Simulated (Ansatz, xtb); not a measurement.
Process, species as SMILES: [GeH3][c]1[c-]ccs1 -> [GeH3][c]1cc[c-]s1
Geometries: B3LYP-D3(BJ)/def2-TZVP minima from Ansatz (a first-principles code). Frequencies are from Ansatz. Unstable Hartree-Fock reference: [GeH3][c]1[c-]ccs1.

Quantity: isomerisation energy (0 K, with B3LYP-D3(BJ) harmonic zero-point energies), in kcal/mol. Valence correlation only, unless marked. No spin-orbit coupling. Frozen are the shells of the preceding noble gas and the d and f shells that filled before the atom's block. Non-relativistic. Anions need diffuse functions: def2-D sets add few; the other sets have none. CBS(X,Y): correlation extrapolated as X^-3; Hartree-Fock from the larger set. The bracket is a focal-point correction in the basis named.

```
level                                                               program  isomerisation energy (kcal/mol)  minus last row
-----------------------------------------------------------  --------------  -------------------------------  --------------
GFN2-xTB                                                                xtb                             -3.6             5.1
SVWN5/def2-TZVPD                                                     Ansatz                             -7.4             1.3
PBE-D4/def2-TZVPD                                            Ansatz + dftd4                             -7.3             1.4
BLYP-D4/def2-TZVPD                                           Ansatz + dftd4                             -6.7             2.0
r2SCAN/def2-TZVPD                                                    Ansatz                             -7.9             0.8
PBE0/6-31G*                                                          Ansatz                             -8.0             0.7
PBE0/def2-QZVPP                                                      Ansatz                             -9.0            -0.3
BHLYP-D4/def2-TZVPD                                          Ansatz + dftd4                             -9.5            -0.8
r2SCANh-D4/def2-TZVPD                                        Ansatz + dftd4                             -8.4             0.3
r2SCANh/def2-TZVPD                                                   Ansatz                             -8.4             0.3
HSE06-D4/def2-TZVPD                                          Ansatz + dftd4                             -8.8            -0.1
CAM-B3LYP/def2-TZVPD                                                 Ansatz                             -9.0            -0.3
wB97M-V/def2-TZVPD                                                   Ansatz                             -9.3            -0.6
B2PLYP/def2-TZVPD                                                    Ansatz                             -8.2             0.5
MP2/STO-3G                                                           Ansatz                            -11.1            -2.4
SCS-MP2/STO-3G                                                       Ansatz                            -10.7            -2.0
SCS-MP2/def2-QZVPPD                                                  Ansatz                             -8.9            -0.2
CCSD(T)/def2-SVPD                                                    Ansatz                             -7.3             1.4
CCSD(T)/def2-QZVPPD                                                  Ansatz                             -8.5             0.2
RI-MP2/CBS(def2-TZVPPD,def2-QZVPPD)+[CCSD(T)-MP2]/def2-SVPD          Ansatz                             -8.7             0.0
CCSD(T)/CBS(def2-TZVPPD,def2-QZVPPD)                                 Ansatz                             -8.7             0.0
```
